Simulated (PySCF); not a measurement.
An unknown shows these calculated signals:

¹H NMR (600 MHz, computed): δ 7.55 (m, 1H), 7.29 (m, 1H), 6.60 (m, 1H), 4.06 (m, 4H), 1.87 (m, 4H).

¹³C{¹H} NMR (computed): δ 148.2 (CH), 145.7 (CH), 134.3 (C), 117.9 (CH), 69.9 (CH2), 32.3 (CH2).

Theory: geometry from GFN2-xTB, NMR shieldings at PBE0/pcSseg-1/GIAO, in PySCF 2.14 (one conformer, no solvent, non-relativistic, one averaged value for each set of equivalent atoms).

References, each an isolated molecule treated in the same way: ¹H (σref 31.72), ¹³C (σref 186.93) against TMS.

**Question.** Which of these does the molecule contain: a nitrile, a (CH3)2CH unit, an ester, a heteroaromatic ring?

**Answer.** 
- A nitrile: no.
- A (CH3)2CH unit: no.
- An ester: no.
- A heteroaromatic ring: yes.

The data belong to SMILES c1cc(P2CCOCC2)co1, C$_{8}$H$_{11}$O$_{2}$P; they needn't prove each group on their own.

Carbon signals by region: 4 in the sp2 and nitrile region (100–160 ppm), 1 at 50–100 ppm, 1 below 50 ppm.

Splittings by ³¹P in the carbon and heteronuclear signals aren't shown, as no couplings were computed. Shifts are as computed. Against solution values, carbons near 30 ppm lie about +3 ppm off and those near 130 ppm about +5 ppm. Of 1211 compounds with measured shifts, 218 miss one by over three times the rms of a fit or turn the order of signals round; such compounds aren't used in these exercises. No couplings were computed; multiplicities are counted from neighbouring protons, with m where these are inequivalent, close in shift, in a saturated or five-membered ring or joined by F or P, and br s for small geminal =CH2 splittings.
